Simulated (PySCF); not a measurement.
Removing an electron from `F[C@H]1CC[Se]1`

Species: C3H5FSe.
Numbering: `[F:1][C@H:2]1[CH2:3][CH2:4][Se:5]1` (hydrogens: H6 on C2; H7, H8 on C3; H9, H10 on C4)

Cartesian coordinates in Å at the PBE0-D3(BJ)/def2-SVP level; atoms count from 1:
```
atom  x, y, z in Å
F1    -1.820    0.914   -1.083
C2    -0.753    0.853   -0.252
C3    -0.388   -0.553    0.207
C4     1.137   -0.455    0.107
Se5    1.028    1.115   -1.086
H6    -0.905    1.584    0.558
H7    -0.788   -0.846    1.191
H8    -0.779   -1.249   -0.549
H9     1.626   -0.183    1.052
H10    1.649   -1.321   -0.335
```

Level: wB97X-D/def2-SVPD (PySCF). Frontier orbitals with their largest atomic shares (Löwdin; up to four atoms above 4 %):

```csv
orbital,ε (eV),main atoms
HOMO−3,-12.12,"F1 26 %, C3 22 %, C4 16 %, C2 14 %"
HOMO−2,-11.14,"Se5 28 %, C4 22 %, F1 17 %, C2 15 %"
HOMO−1,-10.15,"Se5 47 %, C2 16 %, C3 12 %, F1 9 %"
HOMO,-8.34,?
LUMO,0.86,"Se5 63 %, C2 13 %, C4 12 %"
LUMO+1,1.91,"Se5 79 %, C4 6 %, C2 5 %"
LUMO+2,2.21,"Se5 46 %, C3 10 %, H9 9 %, H6 9 %"
```

Problem. What vertical ionisation energy does ΔSCF give, and how far is −ε(HOMO) from it?

Solution. ΔSCF: 8.74 eV (844 kJ/mol; threshold wavelength 142 nm); ⟨S²⟩ of the doublet left behind is 0.754, against 0.75 for a pure doublet. −ε(HOMO) is 8.34 eV, 0.40 eV below it. For the exact functional −ε(HOMO) would equal the first vertical ionisation energy; wB97X-D (range-separated hybrid) falls short of its own ΔSCF value by 5 %. Holes in the HOMO−1 and HOMO−2 were tried too where these lie within 1.2 eV of the HOMO; the lowest converged state counts.

Problem. On which atoms does the HOMO lie?

Solution. Se5 (selenium bonded to 2 C) 74 %, C4 (sp3 carbon bound to selenium) 9 %, C2 (sp3 C–F carbon) 8 %, so more than half of it is on one atom. The HOMO−1 lies 1.81 eV lower.

Problem. With α = 62.8 au, estimate the like-pair dispersion coefficient by London's formula C6 = (3/4)α²I.

Solution. I = 0.3214 Eh, so C6 ≈ 949 au, a rough estimate.

Problem. Shift the occupied levels rigidly so that −ε(HOMO) equals the ΔSCF value. What binding energies result?

Solution. The shift is +0.40 eV: HOMO 8.74, HOMO−1 10.55, HOMO−2 11.54, HOMO−3 12.52 eV. A rigid shift is only a rough guide to the deeper ionisations.

Problem. What total energies stand behind the ΔSCF value?

Solution. E(N) = -2618.25075 Eh and E(N − 1) = -2617.92940 Eh at the same geometry, 0.32135 Eh apart.

Problem. What kinetic energy would electrons from this vertical process carry with He II light (40.814 eV)?

Solution. 40.81 − 8.74 = 32.07 eV.

One conformer (not necessarily the lowest) at the PBE0-D3(BJ)/def2-SVP geometry, without solvent, vibrations or thermal averaging. The calculation is non-relativistic, for selenium too.

The run behind these numbers computed excited states and ΔSCF ions as well. The run took 39 s wall on Arm Neoverse V2, one thread, on a shared host.

Note: wB97X-D ran without an empirical dispersion term, which enters the total energy and its gradient alone.
